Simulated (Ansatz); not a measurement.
Stepwise reaction of `[SeH][SiH]([SeH])[SeH]` with hydrogen, as a gas-phase model of exchange steps in deposition or etching. ΔE in kJ/mol.

Computed with Ansatz on PBE0-D4/def2-TZVP structures; ΔE is electronic, products minus reactants. CCSD(T)/CBS is the MP2 limit (def2-TZVPP, def2-QZVPP) plus CCSD(T) − MP2 in def2-TZVPP, frozen cores. This one scheme is used for every species. Functionals use def2-TZVPP. B3LYP here is the variant with VWN-RPA as its local correlation; programs differ in this. For Se outer-core shells are correlated without core-valence functions, which leaves a few kJ/mol of doubt a bond. Scalar relativity is left out up to krypton. One conformer a species, not always the lowest.

| step | reaction | PBE-D4 | B3LYP-D4 | ωB97M-V | CCSD(T)/CBS |
| --- | --- | --- | --- | --- | --- |
| 1 | `[SeH][SiH]([SeH])[SeH]` + H₂ → `[SeH][SiH2][SeH]` + H₂Se | 52.6 | 46.0 | 43.7 | 49.3 |
| 2 | `[SeH][SiH2][SeH]` + H₂ → `[SiH3][SeH]` + H₂Se | 52.6 | 45.2 | 44.2 | 49.2 |
| 3 | `[SiH3][SeH]` + H₂ → SiH₄ + H₂Se | 41.5 | 34.9 | 35.9 | 40.3 |

By hand: ΔE of the 3 steps together at CCSD(T)/CBS.

(49.3) + (49.2) + (40.3) = 138.8 kJ/mol, or 46.3 kJ/mol a step.

In ΔE step 3 is the lowest and step 1 the highest. All are uphill at CCSD(T)/CBS. PBE-D4 differs from CCSD(T)/CBS by 1.2 to 3.4 kJ/mol a step. Isolated molecules leave out the surface, adducts and barriers. Largest T1 diagnostic: 0.011.
